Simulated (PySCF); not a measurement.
Compound: benzoate anion, C7H5O2 (charge -1).
Bonds: O1–C2 (double), C2–O3, C2–C4, C4–C5 (aromatic), C5–C6 (aromatic), C6–C7 (aromatic), C7–C8 (aromatic), C8–C9 (aromatic), C4–C9 (aromatic). Hydrogens: H10 on C5; H11 on C6; H12 on C7; H13 on C8; H14 on C9.

A PySCF run (density fitting, gas phase, GFN2-xTB geometry) gave HOMO -1.51 eV, LUMO 3.44 eV and E = -419.750 Eh.

**Question.** Which of these levels was it?
A. B97-D/MINI
B. PBE0/pcSseg-1
C. HF/STO-3G

**Answer.** B. It is PBE0/pcSseg-1. All candidates on this geometry:

```
level and settings           kind  basis functions  SCF cycles     E (Eh)  HOMO (eV)  LUMO (eV)
        B97-D/MINI            GGA               50          16  -416.6996       0.86       1.31
     PBE0/pcSseg-1  global hybrid              178          15  -419.7497      -1.51       3.44
         HF/STO-3G   Hartree–Fock               50          11  -412.2330       1.34      11.61
```

The nearest other candidate, by the summed differences of HOMO and LUMO, is B97-D/MINI: its HOMO differs by +2.37 eV and its LUMO by -2.13 eV. B97-D ran without the empirical dispersion term, which would shift the total energy alone. Cycle counts include a coarse-grid stage where the run had one. The HOMO energy is positive at B97-D/MINI and HF/STO-3G; such an orbital is held in place by the finite basis.

Shape of the structure used: `[O:1]=[C:2]([O-:3])[c:4]1[cH:5][cH:6][cH:7][cH:8][cH:9]1`: O1–C2–C4–C5 180°.
